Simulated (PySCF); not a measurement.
B$_{2}$GeH$_{6}$, C$_{2}$H$_{7}$GeN, BGeH$_{4}$NO, CH$_{8}$B$_{2}$Ge (calculated)

Computed with PySCF 2.14.0. Calculation on a computer-drawn molecule: the log of a Hartree-Fock and frozen-core CCSD(T) single point meant for a local Hartree-Fock minimum, with one planted fault or none, to be diagnosed. Offsets are logged minus clean, where the clean run is the same molecule without the fault. The reference is restricted for singlets and unrestricted otherwise, and also for a bond in bohr or an excited solution. Adding or removing an electron swaps singlet and doublet. The excited solution moves the top pair (singlet) or top alpha electron (doublet) to the lowest empty orbital. Highest occupied and lowest empty are orbital energies over both spins, largest force is the largest gradient component, triples share is (T) over the correlation energy, the T1 limit is 0.02 restricted and 0.045 unrestricted, electrons count all cores, a negative frequency is imaginary (commonest isotopes), and the dipole is about the centre of nuclear charge; on germanium a core potential holds 10 electrons, which the energies leave out, and 3d is frozen in MP2 and coupled-cluster steps.

Common to all runs: meant charge 0; meant multiplicity 1; meant basis cc-pVDZ; meant basis and core potential on germanium cc-pVDZ-PP ECP10MDF; logged SCF converged yes; possible faults no fault, one electron removed, one electron added, multiplicity raised by two, geometry at a saddle point, SCF held on an excited solution, minimal basis STO-3G, one bond length entered in bohr, all coordinates scaled.

(1) 
```xyz
9
formula=B2GeH6 logged_electrons=48 logged_basis_functions=81 logged_spin_squared=0 logged_highest_occupied=-10.611 logged_lowest_empty=1.6076 logged_largest_force=1.401e-05 logged_lowest_frequency=65.157 logged_T1_diagnostic=0.013416 logged_D1_diagnostic=0.032336 logged_triples_share=0.024384 logged_CC_converged=yes logged_dipole_magnitude=0.61839 logged_SCF_stable_within_its_kind=yes logged_energy_HF=-346.17618 logged_energy_CCSD(T)=-346.50334 planted_fault=no_fault HF_energy_offset_from_clean_run=0 CCSD(T)_energy_offset_from_clean_run=0
B      1.8170     0.7883    -0.7133
B      1.4989     2.4113    -0.9341
Ge     0.6007     3.5950     0.5467
H      1.0026    -0.0541    -0.9878
H      2.8572     0.4115    -0.2396
H      1.7676     2.9845    -1.9561
H      1.5197     4.7751     0.8972
H     -0.7228     4.1664     0.0153
H      0.2941     2.8387     1.8477
```

Units: logged_highest_occupied, logged_lowest_empty in eV; logged_largest_force in hartree/bohr; logged_lowest_frequency in cm⁻¹; logged_dipole_magnitude in debye; logged_energy_HF, logged_energy_CCSD(T) in hartree; HF_energy_offset_from_clean_run, CCSD(T)_energy_offset_from_clean_run in kcal/mol.

Drawn bonds:
```tsv
atom	other atom	order
1	2	1
2	3	1
1	4	1
1	5	1
2	6	1
3	7	1
3	8	1
3	9	1
```

(2) 
```xyz
11
formula=C2H7GeN logged_electrons=57 logged_basis_functions=100 logged_spin_squared=0.76 logged_highest_occupied=-14.832 logged_lowest_empty=-4.9754 logged_largest_force=0.056648 logged_T1_diagnostic=0.017371 logged_D1_diagnostic=0.081318 logged_triples_share=0.031238 logged_CC_converged=yes logged_dipole_magnitude=5.3643 logged_SCF_stable_within_its_kind=yes logged_energy_HF=-427.36432 logged_energy_CCSD(T)=-427.94817 planted_fault=one_electron_removed HF_energy_offset_from_clean_run=134.1 CCSD(T)_energy_offset_from_clean_run=154
C      0.1654     1.2930     2.0816
Ge     1.1187    -0.4408     2.4857
C     -0.3349    -1.7324     1.9247
N     -0.1630    -2.8529     1.2861
H     -0.7122     1.4014     2.7265
H     -0.1432     1.4060     1.0406
H      0.8473     2.1127     2.3242
H      1.9670    -0.6494     1.1632
H     -1.3304    -1.6571     2.3658
H      0.7122    -3.0377     0.8335
H     -0.8550    -3.5757     1.2451
```

Units: logged_highest_occupied, logged_lowest_empty in eV; logged_largest_force in hartree/bohr; logged_dipole_magnitude in debye; logged_energy_HF, logged_energy_CCSD(T) in hartree; HF_energy_offset_from_clean_run, CCSD(T)_energy_offset_from_clean_run in kcal/mol.

Drawn bonds:
```tsv
atom	other atom	order
1	2	1
2	3	2
3	4	1
1	5	1
1	6	1
1	7	1
2	8	1
3	9	1
4	10	1
4	11	1
```

(3) 
```xyz
8
formula=BGeH4NO logged_electrons=56 logged_basis_functions=85 logged_spin_squared=0.8596 logged_highest_occupied=-8.3294 logged_lowest_empty=0.71422 logged_largest_force=0.009281 logged_T1_diagnostic=0.060411 logged_D1_diagnostic=0.30349 logged_triples_share=0.039432 logged_CC_converged=yes logged_dipole_magnitude=4.5434 logged_SCF_stable_within_its_kind=yes logged_energy_HF=-449.61911 logged_energy_CCSD(T)=-450.18785 planted_fault=one_bond_length_entered_in_bohr,row_7_of_the_drawn_bonds HF_energy_offset_from_clean_run=76.53 CCSD(T)_energy_offset_from_clean_run=80.22
N     -0.1452     3.1875     0.6295
B      0.3029     1.8924     0.4043
Ge    -1.1265     0.3380    -0.1257
O      0.0222    -1.0298    -0.2739
H     -1.1047     3.4613     0.5630
H      0.4609     3.9446     0.8757
H      1.4910     1.6947     0.5177
H      1.7475    -0.6678     0.0336
```

Units: logged_highest_occupied, logged_lowest_empty in eV; logged_largest_force in hartree/bohr; logged_dipole_magnitude in debye; logged_energy_HF, logged_energy_CCSD(T) in hartree; HF_energy_offset_from_clean_run, CCSD(T)_energy_offset_from_clean_run in kcal/mol.

Drawn bonds:
```tsv
atom	other atom	order
1	2	1
2	3	1
3	4	1
1	5	1
1	6	1
2	7	1
4	8	1
```

Notes: T1 above single-reference limit.

(4) 
```xyz
12
formula=CH8B2Ge logged_electrons=56 logged_basis_functions=105 logged_spin_squared=0 logged_highest_occupied=-5.3955 logged_lowest_empty=-3.7145 logged_largest_force=0.10351 logged_CC_converged=no logged_dipole_magnitude=2.3525 logged_SCF_stable_within_its_kind=no logged_energy_HF=-384.78044 planted_fault=SCF_held_on_an_excited_solution HF_energy_offset_from_clean_run=279.4
B      0.0511    -1.4625    -1.8867
B      1.1901    -0.5136    -1.0740
C      1.1670    -0.1715     0.4559
Ge     0.3050     1.5962     0.7348
H     -0.9615    -1.0027    -2.3490
H      0.2274    -2.6421    -2.0572
H      2.0758    -0.0233    -1.7376
H      0.5995    -0.8719     1.0746
H      2.1689    -0.0549     0.8790
H      1.0567     2.6935    -0.0261
H      0.3305     1.9188     2.2324
H     -1.1521     1.5709     0.2582
```

Units: logged_highest_occupied, logged_lowest_empty in eV; logged_largest_force in hartree/bohr; logged_dipole_magnitude in debye; logged_energy_HF in hartree; HF_energy_offset_from_clean_run in kcal/mol.

Drawn bonds:
```tsv
atom	other atom	order
1	2	1
2	3	1
3	4	1
1	5	1
1	6	1
2	7	1
3	8	1
3	9	1
4	10	1
4	11	1
4	12	1
```

Notes: CCSD not converged.
